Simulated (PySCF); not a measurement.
H3Ga (SMILES [GaH3]), singlet, geometry from GFN2-xTB (such geometries of metal compounds can be far from the true shape); DF-B3LYP/def2-TZVP in PySCF.

Input for PySCF:
```python
from pyscf import gto, scf, dft

mol = gto.Mole()
mol.atom = '''
    Ga    0.000000   -0.000000    0.000000
    H     0.646902   -0.418078    1.364148
    H    -0.337087    1.504294   -0.278643
    H    -0.309814   -1.086216   -1.085505
'''
mol.basis = 'def2-tzvp'
mol.charge = 0
mol.spin = 0
mol.verbose = 4
mol.max_memory = 1800
mol.build()

mf = dft.RKS(mol)
mf.xc = 'b3lyp'
mf = mf.density_fit(auxbasis='def2-universal-jkfit')
mf.kernel()
```

### Question
Predict the main parts of the log of this PySCF run.

### Answer

```
PySCF version 2.14.0

[INPUT] verbose = 4
[INPUT] num. atoms = 4
[INPUT] num. electrons = 34
[INPUT] charge = 0
[INPUT] spin (= nelec alpha-beta = 2S) = 0
[INPUT] symmetry False subgroup None
[INPUT] Mole.unit = angstrom
[INPUT] Symbol           X                Y                Z      unit          X                Y                Z       unit  Magmom
[INPUT]  1 Ga     0.000000000000   0.000000000000   0.000000000000 AA    0.000000000000   0.000000000000   0.000000000000 Bohr   0.0
[INPUT]  2 H      0.646902000000  -0.418078000000   1.364148000000 AA    1.222467609433  -0.790052918706   2.577866113373 Bohr   0.0
[INPUT]  3 H     -0.337087000000   1.504294000000  -0.278643000000 AA   -0.637002110151   2.842703670826  -0.526558956527 Bohr   0.0
[INPUT]  4 H     -0.309814000000  -1.086216000000  -1.085505000000 AA   -0.585463609556  -2.052650752121  -2.051307156846 Bohr   0.0

nuclear repulsion = 31.9996837177036
number of shells = 28
number of NR pGTOs = 124
number of NR cGTOs = 66
basis = def2-tzvp
ecp = {}

******** <class 'pyscf.df.df_jk.DFRKS'> ********
method = DFRKS
initial guess = minao
damping factor = 0
level_shift factor = 0
DIIS = <class 'pyscf.scf.diis.CDIIS'>
diis_start_cycle = 1
diis_space = 8
diis_damp = 0
SCF conv_tol = 1e-09
SCF conv_tol_grad = None
SCF max_cycles = 50
direct_scf = False
XC library pyscf.dft.libxc version 7.1.2
    S. Lehtola, C. Steigemann, M. J. T. Oliveira, and M. A. L. Marques,  SoftwareX 7, 1–5 (2018)
XC functionals = b3lyp
    P. J. Stephens, F. J. Devlin, C. F. Chabalowski, and M. J. Frisch,  J. Phys. Chem. 98, 11623 (1994)
radial grids:
    Treutler-Ahlrichs [JCP 102, 346 (1995); DOI:10.1063/1.469408] (M4) radial grids

becke partition: Becke, JCP 88, 2547 (1988); DOI:10.1063/1.454033
pruning grids: <function nwchem_prune>
grids dens level: 3
symmetrized grids: False
atomic radii adjust function: <function treutler_atomic_radii_adjust>
small_rho_cutoff = 0
Set gradient conv threshold to 3.16228e-05
Initial guess from minao.
tot grids = 50328
******** <class 'pyscf.df.df.DF'> ********
auxbasis = def2-universal-jkfit
init E= -1926.00837946437
  HOMO = -0.316192006727355  LUMO = -0.0865186858610514  gap/eV = 6.24973
cycle= 1 E= -1926.63055877626  delta_E= -0.622  |g|= 0.769  |ddm|= 1.42
  HOMO = -0.315054111731605  LUMO = -0.0971029254697449  gap/eV = 5.93075
cycle= 2 E= -1926.59460408259  delta_E= 0.036  |g|= 1.04  |ddm|= 0.735
  HOMO = -0.304355764073959  LUMO = -0.0771871329093301  gap/eV = 6.18157
cycle= 3 E= -1926.6777007323  delta_E= -0.0831  |g|= 0.0122  |ddm|= 0.43
  HOMO = -0.309411009807742  LUMO = -0.0777052275407906  gap/eV = 6.30504
cycle= 4 E= -1926.67775635532  delta_E= -5.56e-05  |g|= 0.00348  |ddm|= 0.018
  HOMO = -0.309370053338666  LUMO = -0.0781434578078182  gap/eV = 6.29200
cycle= 5 E= -1926.67775929494  delta_E= -2.94e-06  |g|= 0.000685  |ddm|= 0.00433
  HOMO = -0.309213128532067  LUMO = -0.0780142669084221  gap/eV = 6.29124
cycle= 6 E= -1926.67775938492  delta_E= -9e-08  |g|= 1.61e-05  |ddm|= 0.000725
  HOMO = -0.309216357576607  LUMO = -0.0780171109877372  gap/eV = 6.29125
cycle= 7 E= -1926.677759385  delta_E= -7.91e-11  |g|= 1.16e-06  |ddm|= 2.97e-05
  HOMO = -0.309216500647578  LUMO = -0.0780173630596979  gap/eV = 6.29125
Extra cycle  E= -1926.67775938499  delta_E= 8.64e-12  |g|= 8.96e-07  |ddm|= 1.99e-06
converged SCF energy = -1926.67775938499
```
